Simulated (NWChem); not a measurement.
C2H4OS; SMILES C(=O)CS

```xyz
8

O     -0.3943     2.1210    -0.1346
C     -0.2304     1.0316     0.3386
C      0.8595     0.0781    -0.0860
S      0.1796    -1.5453    -0.5509
H     -0.9051     0.6342     1.1427
H      1.6048    -0.0362     0.7178
H      1.3659     0.4875    -0.9718
H     -0.0411    -1.9911     0.7050
```
Atoms are numbered in this order, from 1.

Structure relaxed at the PBE0/def2-SVP level.

 Unshifted, non-relativistic core excitations; the lowest 4 roots alone, so stronger bands may lie above.

Task: List the first O K-edge excitations from BHandHLYP/6-311G** (spherical d), restricted-window TDA (NWChem).

Result: 
```tsv
state	energy (eV)	dipole oscillator strength	leading excitation (squared amplitude)
S1	528.2	0.0532	1s of atom 1 or its equivalents → LUMO (0.86)
S2	534.5	0.0028	1s of atom 1 or its equivalents → LUMO+1 (0.81)
S3	535.4	0.0039	1s of atom 1 or its equivalents → LUMO+2 (0.77)
S4	535.7	0.0005	1s of atom 1 or its equivalents → LUMO+3 (0.83)
```
